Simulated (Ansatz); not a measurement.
System: C2H9ClSi2, charge 0, multiplicity 1. 
Structure (B3LYP-D3(BJ)/def2-TZVP (Ansatz, a program for electronic structure) minimum search):
```xyz
14

C     -1.6376     1.6539    -0.3761
Si    -0.9293     0.0330    -1.0087
C     -1.8436    -1.4411    -0.2874
Si     1.3277    -0.0996    -0.3901
Cl     1.3901    -0.0439     1.6987
H     -2.7001     1.7317    -0.6167
H     -1.1270     2.5106    -0.8191
H     -1.5291     1.7199     0.7081
H     -0.9997    -0.0050    -2.4953
H     -2.9080    -1.3911    -0.5272
H     -1.4527    -2.3817    -0.6789
H     -1.7407    -1.4590     0.7992
H      1.9881    -1.3595    -0.8065
H      2.1476     1.0360    -0.8751
```
Charge 0, spin multiplicity 1.

Dipole moments at this geometry, in debye (magnitudes).

| level | program | dipole (D) |
|---|---|---|
| SVWN5/def2-TZVPD | Ansatz | 1.82 |
| revPBE/def2-TZVPD | Ansatz | 1.78 |
| LC-wPBE/def2-TZVPD | Ansatz | … |
| wB97M-V/def2-TZVPD | Ansatz | 1.83 |
| wB97X-V/def2-TZVPD | Ansatz | 1.84 |
| CCSD(T)/aug-cc-pV(D+d)Z | Ansatz | … |

Problem. Some entries are withheld; supply them.

Solution. 
- LC-wPBE/def2-TZVPD, dipole (D): 1.86
- CCSD(T)/aug-cc-pV(D+d)Z, dipole (D): 1.80
